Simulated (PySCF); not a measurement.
Compound: 4-aminobenzonitrile, C7H6N2.
Numbering: `[N:1]#[C:2][c:3]1[cH:4][cH:5][c:6]([NH2:7])[cH:8][cH:9]1`

Structure used (GFN2-xTB), in Å, numbered top down from 1:
```
atom  x, y, z in Å
N1    -4.0976    0.0717   -0.4020
C2    -2.9549    0.0560   -0.2935
C3    -1.5522    0.0370   -0.1605
C4    -0.9160    0.9052    0.7306
C5     0.4534    0.8816    0.8586
C6     1.2273   -0.0055    0.1016
N7     2.5935    0.0196    0.1806
C8     0.5823   -0.8743   -0.7862
C9    -0.7868   -0.8540   -0.9174
H10   -1.5070    1.5914    1.3195
H11    0.9445    1.5522    1.5488
H12    3.1022   -0.7602   -0.1992
H13    3.0136    0.4811    0.9690
H14    1.1733   -1.5655   -1.3698
H15   -1.2802   -1.5283   -1.6020
```

Probes without a nucleus sit at each ring's centroid and 1 Å off its mean plane on both sides; NICS is minus the shielding there, NICSzz its component along the normal. Level: GIAO PBE0/pcSseg-1 (PySCF, non-relativistic, gas phase) on the GFN2-xTB geometry, one conformer.

Ring bond lengths (Å), with Mayer bond orders in brackets: C3–C4 1.397 (1.35), C4–C5 1.376 (1.51), C5–C6 1.400 (1.31), C6–C8 1.400 (1.31), C8–C9 1.376 (1.50), C9–C3 1.397 (1.35).

Q: What do the NICS probes read (ppm)?

A: 
```
             ring                                              type  NICS(0)  NICS(1), two faces  NICS(1)zz, two faces  rms pucker (Å)  centre to ring atoms, mean (Å)
C3–C4–C5–C6–C8–C9  6-membered carbocycle; formal bonds all aromatic     -8.3        -9.8 / -10.0         -23.1 / -23.4            0.00                            1.39
```

Q: What can be read from them?

A: 
- C3–C4–C5–C6–C8–C9: mean NICS(1)zz -23.2 ppm, shielded. For a flat ring without four-coordinate atoms the NICS criterion counts such a value as aromatic.

Q: What does the geometric index give? HOMA = 1 − mean of α(R − Ropt)² over the ring bonds, with Krygowski's 1993 parameters (CC: Ropt 1.388 Å, α 257.7 Å⁻²).

A: 
- C3–C4–C5–C6–C8–C9: HOMA 0.97 = 1 − EN − GEO, with mean bond length 1.391 Å, EN = α(Ropt − mean)² = 0.002 and GEO = α × variance = 0.030. The geometric and the magnetic index point the same way.

Q: What field does 14.1 T along the ring normal induce along that normal at the second NICS(1) probe listed for ring C3–C4–C5–C6–C8–C9, 1 Å off the ring?

A: NICSzz × B0 = -23.4 ppm × 14.1 T = -330 μT, against the applied field.

Q: List the ring angles and the Hirshfeld charges of the ring atoms.

A: 
- C3–C4–C5–C6–C8–C9: C3 119.5° (-0.015 e), C4 120.1° (-0.030 e), C5 120.7° (-0.070 e), C6 118.8° (+0.065 e), C8 120.7° (-0.070 e), C9 120.2° (-0.030 e); sum 720.0° against 720° for a flat convex ring.

Q: How shielded are the nuclei of the rings and their hydrogens (means over atoms taken as equivalent)?

A: 
| atoms | environment | σ isotropic (ppm) | principal values of the symmetric part, first atom (ppm) |
| --- | --- | --- | --- |
| C3 | substituted aromatic carbon | 82.4 | -9.8, 83.4, 173.5 |
| C4 (×2) | aromatic CH carbon | 45.1 | -64.1, 28.2, 171.2 |
| C5 (×2) | aromatic CH carbon | 70.4 | -15.2, 60.9, 165.7 |
| C6 | aromatic carbon bearing nitrogen | 32.7 | -56.1, -0.7, 154.9 |
| H10 (×2) | aromatic hydrogen | 23.97 | 20.9, 23.5, 27.5 |
| H11 (×2) | aromatic hydrogen | 25.02 | 21.3, 25.2, 28.5 |
